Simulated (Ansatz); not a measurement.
Reaction (ligand exchange at a Ge–N bond): `[NH2][Ge][N]([SiH3])[SiH3]` + H–F → `[F][Ge][N]([SiH3])[SiH3]` + NH₃

Computed with Ansatz on PBE0-D4/def2-TZVP structures; ΔE is electronic, products minus reactants. CCSD(T)/CBS is the MP2 limit (def2-TZVPP, def2-QZVPP) plus CCSD(T) − MP2 in def2-TZVPP, frozen cores. This one scheme is used for every species. Functionals use def2-TZVPP. B3LYP here is the variant with VWN-RPA as its local correlation; programs differ in this. For Ge outer-core shells are correlated without core-valence functions, which leaves a few kJ/mol of doubt a bond. Scalar relativity is left out up to krypton. One conformer a species, not always the lowest.

```tsv
level	ΔE (kcal/mol)	difference from CCSD(T)/CBS
PBE-D4	-15.5	-1.4
revPBE-D4	-14.7	-0.6
PBE0-D4	-14.6	-0.5
B3LYP-D4	-16.5	-2.4
BHLYP-D4	-16.4	-2.3
PBE	-16.8	-2.7
r2SCANh	-16.4	-2.3
RPA@PBE/def2-TZVPP	-14.9	-0.8
MP2/def2-SVP	-16.0	-1.9
HF/def2-TZVPP	-18.8	-4.7
MP2/def2-TZVPP	-13.3	0.8
CCSD/def2-TZVPP	-14.7	-0.6
HF/def2-QZVPP	-19.2	-5.1
HF/CBS(def2)	-19.2	-5.1
MP2/CBS(def2)	-13.2	0.9
CCSD/CBS(def2)	-14.7	-0.6
CCSD(T)/CBS	-14.1	0
```

Largest T1 diagnostic among the species: 0.014.

From PBE to PBE0 (25 % exact exchange), in def2-TZVPP and without D4, ΔE moves by +1.1 kcal/mol. In def2-TZVPP, CCSD(T) changes the Hartree–Fock value by +4.6 kcal/mol (the triples alone add +0.5 kcal/mol) and MP2 by +5.5 kcal/mol. The D4 term adds +2.0 kcal/mol with B3LYP and +1.1 kcal/mol with PBE0; it sums over pairs of atoms, weighted by their polarisabilities, and B3LYP, whose exchange is more repulsive, gets the larger term.

CCSD(T)/CBS has its own doubt, a few kJ/mol and more with outer-core shells, so smaller differences from it don't rank the levels.
